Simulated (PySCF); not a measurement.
# Computed records: BFH$_{3}$OSi, BH$_{2}$O$_{3}$, CH$_{2}$BO$_{2}$, BH$_{4}$OSi

Calculation on a computer-drawn molecule: optimised geometry and harmonic frequencies of an isolated molecule of the commonest isotopes, restricted reference for singlets and unrestricted otherwise, frozen core in MP2. Program: PySCF 2.14.0.

Common to all runs: charge -1; multiplicity 1.

(1) BFH$_{3}$OSi

Start structure:
```xyz
7
BFH3OSi
O      1.8219     3.3882    -2.1063
B      1.0838     2.7195    -1.3409
F      0.4576     3.2044    -0.1595
Si     0.5850     0.7146    -1.6021
H      1.1616     0.0933    -2.8381
H      1.0287    -0.1980    -0.4902
H     -0.8903     0.4324    -1.7016
```

It was run with method MP2 and basis aug-cc-pV(D+d)Z.

It finds rotational constants 8.689, 3.861, 2.754 GHz; total energy -490.4269 hartree; convergence status largest gradient component 9.535e-06 hartree/bohr.

Drawn bonds:
```tsv
atom	other atom	order
1	2	1
2	3	1
2	4	1
4	5	1
4	6	1
4	7	1
```

Optimised structure:
```xyz
7
BFH3OSi
O      1.8394     3.3947    -2.1335
B      1.0840     2.7069    -1.3479
F      0.4396     3.1976    -0.1307
Si     0.5858     0.7215    -1.6001
H      1.1629     0.0961    -2.8358
H      1.0259    -0.1957    -0.4894
H     -0.8892     0.4335    -1.7014
```

Modes:
```tsv
frequency (cm⁻¹)	reduced mass (dalton)
48.67	1.112
175.6	4.645
353.6	10.17
359.7	1.767
570.7	1.731
572.3	3.784
633.9	2.41
832.9	3.879
952.4	1.318
983.7	1.054
984.9	1.034
1531	12.18
2138	1.047
2148	1.039
2179	1.034
```

(2) BH$_{2}$O$_{3}$

Start structure:
```xyz
6
BH2O3
O      0.2507    -1.1718    -2.4056
B     -0.1974    -0.6726    -1.4348
O     -0.1697    -1.3110    -0.0262
O     -0.8033     0.6369    -1.2066
H      0.1704    -2.1556    -0.0937
H     -0.9983     0.6605    -0.2386
```

Settings of this run: method HF and basis aug-cc-pVDZ.

The calculation gives: rotational constants 10.65, 9.868, 5.122 GHz; total energy -250.6368 hartree; convergence status largest gradient component 7.543e-06 hartree/bohr.

Drawn bonds:
```tsv
atom	other atom	order
1	2	1
2	3	1
2	4	1
3	5	1
4	6	1
```

Optimised structure:
```xyz
6
BH2O3
O      0.2490    -1.2029    -2.4012
B     -0.1998    -0.6777    -1.3268
O     -0.1848    -1.3264    -0.0324
O     -0.7900     0.6158    -1.1850
H      0.2098    -2.1688    -0.1750
H     -1.0318     0.7463    -0.2851
```

Modes:
```tsv
frequency (cm⁻¹)	reduced mass (dalton)
461.1	3.931
470.7	1.093
507.7	6.72
551.3	1.129
777.4	9.353
834	8.382
1006	2.205
1151	1.356
1245	2.051
1664	8.193
4202	1.066
4205	1.065
```

(3) CH$_{2}$BO$_{2}$

Start structure:
```xyz
6
CH2BO2
O     -0.2543     2.6633     0.7058
B      0.3262     1.7223     0.1415
C      1.0414     0.6066    -0.4926
O      2.2335    -0.0493     0.0074
H      0.7447     0.2200    -1.4984
H      3.0074     0.4925    -0.2971
```

Here we set method HF and basis aug-cc-pVDZ.

Results for CH$_{2}$BO$_{2}$: rotational constants 46.99, 4.088, 3.804 GHz; total energy -213.4803 hartree; convergence status largest gradient component 2.878e-05 hartree/bohr.

Drawn bonds:
```tsv
atom	other atom	order
1	2	1
2	3	2
3	4	1
3	5	1
4	6	1
```

Optimised structure:
```xyz
6
CH2BO2
O     -0.2628     2.6155     0.7174
B      0.3545     1.7168     0.1414
C      1.0878     0.6817    -0.5720
O      2.2115     0.0180     0.0325
H      0.7190     0.1889    -1.4625
H      2.9889     0.4344    -0.2903
```

Modes:
```tsv
frequency (cm⁻¹)	reduced mass (dalton)
226.6	7.222
256.4	1.344
445.7	1.425
569.9	3.711
656.8	9.125
914.3	6.641
1152	4.07
1326	1.107
1396	1.389
1945	11.52
3286	1.085
4170	1.068
```

(4) BFH$_{3}$OSi

Start structure:
```xyz
7
BFH3OSi
O      1.7374    -3.0802     2.4651
B      0.7553    -2.4434     2.3167
Si    -0.1693    -2.3466     0.4802
F     -1.5796    -1.3843     0.4040
H      0.1174    -1.7556     3.1676
H      0.5085    -1.7486    -0.7529
H     -0.7682    -3.5477    -0.1684
```

Settings of this run: method HF and basis aug-cc-pV(D+d)Z.

It finds rotational constants 21.71, 2.665, 2.438 GHz; total energy -489.7998 hartree; convergence status largest gradient component 1.324e-05 hartree/bohr.

Drawn bonds:
```tsv
atom	other atom	order
1	2	1
2	3	1
3	4	1
2	5	1
3	6	1
3	7	1
```

Optimised structure:
```xyz
7
BFH3OSi
O      1.7366    -3.1156     2.3370
B      0.6897    -2.3969     2.3118
Si    -0.2622    -2.2921     0.4434
F     -1.6332    -1.3669     0.3123
H      0.1881    -1.7670     3.2636
H      0.5994    -1.7493    -0.6607
H     -0.7168    -3.6187    -0.0951
```

Modes:
```tsv
frequency (cm⁻¹)	reduced mass (dalton)
69.13	3.378
124.3	6.108
285.1	11.98
420.8	1.208
613.5	4.931
774.9	12.17
794	1.122
860.8	1.654
934.5	1.156
1035	1.077
1128	1.194
1599	9.086
2160	1.049
2186	1.038
2286	1.085
```

(5) BFH$_{3}$OSi

Start structure:
```xyz
7
BFH3OSi
O      1.7366    -3.1156     2.3370
B      0.6897    -2.3969     2.3118
Si    -0.2622    -2.2921     0.4434
F     -1.6332    -1.3669     0.3123
H      0.1881    -1.7670     3.2636
H      0.5994    -1.7493    -0.6607
H     -0.7168    -3.6187    -0.0951
```

Settings of this run: method MP2 and basis aug-cc-pV(D+d)Z.

It finds rotational constants 23.04, 2.677, 2.464 GHz; total energy -490.4156 hartree; convergence status largest gradient component 2.116e-05 hartree/bohr.

Drawn bonds:
```tsv
atom	other atom	order
1	2	1
2	3	1
3	4	1
2	5	1
3	6	1
3	7	1
```

Optimised structure:
```xyz
7
BFH3OSi
O      1.6862    -3.1363     2.1701
B      0.6390    -2.3589     2.3212
Si    -0.2821    -2.2661     0.4833
F     -1.6955    -1.3692     0.1684
H      0.2658    -1.7873     3.3600
H      0.6523    -1.7564    -0.5778
H     -0.6641    -3.6324    -0.0129
```

Modes:
```tsv
frequency (cm⁻¹)	reduced mass (dalton)
102.9	5.576
103.8	4.565
250.1	12.95
421.7	1.226
625.6	5.376
714.8	9.142
754.8	1.158
782.4	1.492
891.5	1.123
971.9	1.084
1053	1.214
1403	9.284
2147	1.05
2158	1.033
2315	1.09
```

(6) BH$_{4}$OSi

Start structure:
```xyz
7
BH4OSi
O      0.2741     0.6313    -0.1679
B     -0.9014     0.3737     0.2083
Si    -2.3651    -0.2969    -1.0705
H     -1.3830     0.4158     1.2826
H     -2.0641    -0.4660    -2.6461
H     -2.9215    -1.6031    -0.8835
H     -3.6231     0.5039    -1.2302
```

Settings of this run: method HF and basis aug-cc-pV(D+d)Z.

The calculation gives: rotational constants 37.53, 4.447, 4.157 GHz; total energy -390.8555 hartree; convergence status largest gradient component 2.115e-05 hartree/bohr.

Drawn bonds:
```tsv
atom	other atom	order
1	2	1
2	3	1
2	4	1
3	5	1
3	6	1
3	7	1
```

Optimised structure:
```xyz
7
BH4OSi
O      0.2764     0.6403    -0.1827
B     -0.9034     0.3642     0.1844
Si    -2.3944    -0.3147    -1.1739
H     -1.3557     0.4422     1.3513
H     -2.0024    -0.4320    -2.6217
H     -2.9614    -1.6792    -0.8505
H     -3.6433     0.5378    -1.2142
```

Modes:
```tsv
frequency (cm⁻¹)	reduced mass (dalton)
70.13	1.31
224.4	2.683
421.2	1.104
426.4	2.708
656.7	1.994
858	1.712
982.8	1.124
1029	1.032
1029	1.034
1122	1.171
1610	9.084
2110	1.047
2126	1.042
2174	1.04
2232	1.081
```
